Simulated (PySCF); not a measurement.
Computed shifts of a molecule C3H7NSi, PySCF with PBE/pcSseg-1, GIAO, gas phase, equivalent atoms averaged, in ppm (number of nuclei): ¹³C: 220.7 (1), 110.9 (1), 96.2 (1). ¹⁵N: 45.4 (1). ²⁹Si: -60.9 (1). ¹H: 6.67 (1), 6.16 (2), 4.94 (3), 1.48 (1). References: ¹³C against TMS (σ = 182.0 ppm); ¹⁵N against NH3 (σ = 267.0 ppm); ²⁹Si against TMS (σ = 335.4 ppm); ¹H against TMS (σ = 31.49 ppm), references at their B3LYP-D3(BJ)/def2-TZVP geometries, non-relativistic. The structure is a stationary point at B3LYP-D3(BJ)/def2-SVP. Other conformers were not sampled.

Task: Which structure fits?
A. NCC#C[SiH3]
B. C=C=CN[SiH3]
C. CC#C[SiH2]N
D. C#CC[SiH2]N

Result: B, C=C=CN[SiH3]
